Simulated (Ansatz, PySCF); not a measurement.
Species: GaBr, charge 0, multiplicity 1. SMILES: [Ga][Br]
Structure (B3LYP-D3(BJ)/def2-TZVP (Ansatz, a first-principles code) minimum search):
```xyz
2

Ga     0.0000     0.0000    -1.2726
Br     0.0000     0.0000     1.1272
```
Charge 0, spin multiplicity 1.

Property: vertical ionisation energy (to the doublet state of charge +1; each state is the SCF solution reached for its spin), in eV. Cores are frozen in the correlated levels unless marked. Open shells are spin-unrestricted. No spin-orbit coupling. The frozen core is the preceding noble-gas configuration, with the filled d and f shells of earlier blocks. No relativistic terms. CBS(X,Y): correlation extrapolated as X^-3; Hartree-Fock from the larger set.

| level | program | vertical ionisation energy (eV) |
|---|---|---|
| SVWN5/def2-TZVPD | Ansatz | 9.82 |
| PBE0/def2-TZVPD | Ansatz | 9.56 |
| BHLYP/def2-TZVPD | Ansatz | 9.53 |
| wB97M-V/def2-TZVPD | Ansatz | 9.63 |
| wB97X-V/def2-TZVPD | Ansatz | 9.63 |
| CCSD/aug-cc-pVDZ | Ansatz | 9.40 |
| CCSD/def2-SVPD | Ansatz | 9.39 |
| CCSD/def2-TZVPPD | Ansatz | 9.41 |
| CCSD/CBS(aug-cc-pVTZ,aug-cc-pVQZ) | Ansatz | 9.53 |
| CCSD/CBS(def2-TZVPPD,def2-QZVPPD) | Ansatz | 9.52 |
| CCSD(T)/aug-cc-pVDZ | Ansatz | 9.41 |
| CCSD(T)/def2-SVPD | Ansatz | 9.40 |
| CCSD(T)/aug-cc-pVTZ | Ansatz | 9.44 |
| CCSD(T)/def2-QZVPPD | Ansatz | 9.49 |
| CCSD(T)/CBS(aug-cc-pVTZ,aug-cc-pVQZ) | Ansatz | 9.55 |

For comparison, minus the highest occupied orbital energy (PySCF): 6.55 eV at BP86/def2-TZVPD, 6.43 eV at M06-L/def2-TZVPD, 6.30 eV at BLYP/def2-TZVPD.
